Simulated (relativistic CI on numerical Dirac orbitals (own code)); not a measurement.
**Radial parameters of Lu XLIV**

Calculated at this level of theory: Dirac-Coulomb-Breit CI, separate exchange-only KLI orbitals for each configuration, a model potential for QED, unscaled Slater integrals (own radial code, finite nucleus).

Slater integrals F^k, G^k are unscaled and averaged over j, outside the closed core [Ne]; ζ comes from projecting the Hamiltonian with its Breit term on Σ l·s of the shell.

- 3s²3p⁶3d⁹4s: ζ(3d) = 174460, G^2(3d,4s) = 56998 cm⁻¹; <r>(3d) = 0.1851, <r^2>(3d) = 0.03987, <r>(4s) = 0.4104, <r^2>(4s) = 0.1895 (bohr units).
- 3s²3p⁶3d⁹4p: ζ(3d) = 174480, F^2(3d,4p) = 174810, G^1(3d,4p) = 56366, G^3(3d,4p) = 57245, ζ(4p) = 449020 cm⁻¹; <r>(3d) = 0.1851, <r^2>(3d) = 0.03988, <r>(4p) = 0.4183, <r^2>(4p) = 0.1982 (bohr units).
- 3s²3p⁶3d⁹4d: ζ(3d) = 174410, F^2(3d,4d) = 186870, F^4(3d,4d) = 95374, G^0(3d,4d) = 58918, G^2(3d,4d) = 75966, G^4(3d,4d) = 60252, ζ(4d) = 57430 cm⁻¹; <r>(3d) = 0.1852, <r^2>(3d) = 0.03991, <r>(4d) = 0.4123, <r^2>(4d) = 0.1945 (bohr units).

Averages of the first 10 configurations, taken without configuration mixing, which lowers the lowest level and can move excited configurations by several eV; other configurations of the list can lie among them:

| Configuration | Parity | States | Average energy above the lowest level (eV) |
| --- | --- | --- | --- |
| 3s²3p⁶3d¹⁰ | even | 1 | 0.1 |
| 3s²3p⁶3d⁹4s | even | 20 | 1415.8 |
| 3s²3p⁶3d⁹4p | odd | 60 | 1561.2 |
| 3s²3p⁶3d⁹4d | even | 100 | 1738.4 |
| 3s²3p⁵3d¹⁰4s | odd | 12 | 1896.5 |
| 3s²3p⁶3d⁹4f | odd | 140 | 1894.8 |
| 3s²3p⁵3d¹⁰4p | even | 36 | 2042.2 |
| 3s²3p⁶3d⁸4s² | even | 45 | 2868.1 |
| 3s²3p⁵3d¹⁰4d | odd | 60 | 2218.6 |
| 3s²3p⁶3d⁸4s4p | odd | 540 | 3007.2 |
